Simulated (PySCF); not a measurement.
C3H9OSi, SMILES C[Si](C)(C)[O], multiplicity 2. Atoms are numbered in the order given.

```xyz
14

C      0.9941     0.3534    -1.5449
Si     0.0210    -0.0664     0.0000
C      0.9941     0.3534     1.5449
C     -1.6595     0.7822     0.0000
O     -0.4343    -1.6945     0.0000
H      1.2374     1.4278    -1.5751
H      0.4172     0.1029    -2.4481
H      1.9424    -0.2051    -1.5811
H      0.4172     0.1029     2.4481
H      1.2374     1.4278     1.5751
H      1.9424    -0.2051     1.5811
H     -1.5031     1.8734     0.0000
H     -2.2409     0.5134    -0.8938
H     -2.2409     0.5134     0.8938
```
Charge 0, spin multiplicity 2.

The structure is a stationary point at PBE0-D3(BJ)/def2-SVP. The isomer is the one that the SMILES or the coordinates give; other isomers of the formula were not compared.

Calculation: B3LYP/pcH-1 (PySCF).

Unrestricted Kohn–Sham, ⟨S²⟩ = 0.754. Hyperfine tensors hold the contact and dipolar terms, without spin-orbit corrections.

### Question
Estimate the hyperfine couplings. (The exact figures need the calculation; the answer reports its results.)

### Answer

| nucleus | A(iso) (MHz) | A(iso) (G) | dipolar principal values (MHz) |
|---|---|---|---|
| 13C no. 1 | 6.3 | 2.2 | -2.0, -1.7, 3.7 |
| 29Si no. 2 | 45.4 | 16.2 | -1.5, -0.9, 2.3 |
| 13C no. 3 | 6.3 | 2.2 | -2.0, -1.7, 3.7 |
| 13C no. 4 | 52.4 | 18.7 | -8.6, -8.4, 17.1 |
| 17O no. 5 | -39.1 | -14.0 | -259.1, 128.7, 130.3 |
| 1H no. 6 | 2.1 | 0.7 | -1.8, -1.0, 2.8 |
| 1H no. 7 | -1.4 | -0.5 | -2.4, -1.9, 4.3 |
| 1H no. 8 | -2.1 | -0.7 | -2.6, -1.7, 4.3 |
| 1H no. 9 | -1.4 | -0.5 | -2.4, -1.9, 4.3 |
| 1H no. 10 | 2.1 | 0.7 | -1.8, -1.0, 2.8 |
| 1H no. 11 | -2.1 | -0.7 | -2.6, -1.7, 4.3 |
| 1H no. 12 | 30.3 | 10.8 | -4.7, -1.6, 6.3 |
| 1H no. 13 | -6.4 | -2.3 | -5.7, -1.2, 6.8 |
| 1H no. 14 | -6.4 | -2.3 | -5.7, -1.2, 6.8 |
